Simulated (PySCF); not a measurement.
Species: sum formula H$_{4}$BO, charge 1, multiplicity 1. It need not be the lowest isomer of its formula. SMILES: B[OH2+]
Coordinates optimised at B3LYP-D3(BJ)/def2-TZVP (Ansatz):
```xyz
6

B     -0.7958     0.3111    -0.0911
O      0.5449    -0.2130     0.0623
H     -1.6133    -0.5233    -0.2119
H     -0.8449     1.4842    -0.0694
H      1.3312     0.3570     0.1731
H      0.7470    -1.1693     0.0647
```
Charge +1, spin multiplicity 1.

Dispersion corrections to the total energy (kcal/mol) from the dftd3 and dftd4 libraries through PySCF: D3(BJ) without and D4 with the three-body term, each with the damping fitted for the functional named.

```json
[
 {"functional": "HF", "D3(BJ)": "-12.19", "D4": "-3.06"},
 {"functional": "TPSS", "D3(BJ)": "-1.50", "D4": "(withheld)"},
 {"functional": "B2GP-PLYP", "D3(BJ)": "-0.62", "D4": "-0.27"},
 {"functional": "r2SCAN", "D3(BJ)": "-0.31", "D4": "-0.16"},
 {"functional": "BP86", "D3(BJ)": "-1.75", "D4": "(withheld)"},
 {"functional": "TPSSh", "D3(BJ)": "-1.34", "D4": "-0.85"},
 {"functional": "BHLYP", "D3(BJ)": "(withheld)", "D4": "-0.73"}
]
```

### Question
What belongs in the gaps?

### Answer

- TPSS, D4: -0.94
- BP86, D4: -0.86
- BHLYP, D3(BJ): -1.54
